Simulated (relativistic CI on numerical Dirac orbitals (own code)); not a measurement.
## Slater and spin-orbit integrals, Nb25+

Calculated at this level of theory: Dirac-Coulomb-Breit CI, separate exchange-only KLI orbitals for each configuration, a model potential for QED, unscaled Slater integrals (own radial code, finite nucleus).

Slater integrals F^k, G^k are unscaled and averaged over j, outside the closed core [Ne]; ζ comes from projecting the Hamiltonian with its Breit term on Σ l·s of the shell.

- 3s²3p⁴: F^2(3p,3p) = 260210, ζ(3p) = 114410 cm⁻¹; <r>(3p) = 0.3821, <r^2>(3p) = 0.1683 (bohr units).
- 3s3p⁵: G^1(3s,3p) = 330020, ζ(3p) = 114340 cm⁻¹; <r>(3s) = 0.3923, <r^2>(3s) = 0.175, <r>(3p) = 0.3825, <r^2>(3p) = 0.1686 (bohr units).
- 3s²3p³3d: F^2(3p,3p) = 259880, ζ(3p) = 114230, F^2(3p,3d) = 260620, G^1(3p,3d) = 280470, G^3(3p,3d) = 186980, ζ(3d) = 13781 cm⁻¹; <r>(3p) = 0.3826, <r^2>(3p) = 0.1688, <r>(3d) = 0.3424, <r^2>(3d) = 0.1358 (bohr units).

Averages of the first 10 configurations, taken without configuration mixing, which lowers the lowest level and can move excited configurations by several eV; other configurations of the list can lie among them:

```tsv
Configuration	Parity	States	Average energy above the lowest level (eV)
3s²3p⁴	even	15	22.5
3s3p⁵	odd	12	121.4
3s²3p³3d	odd	200	144.2
3p⁶	even	1	231.6
3s3p⁴3d	even	300	238.3
3p⁵3d	odd	60	343.6
3s3p³3d²	odd	1800	359.3
3s²3p²3d4p	odd	900	770.0
3p⁵4s	odd	12	813.4
3s²3p³4s	odd	40	612.3
```
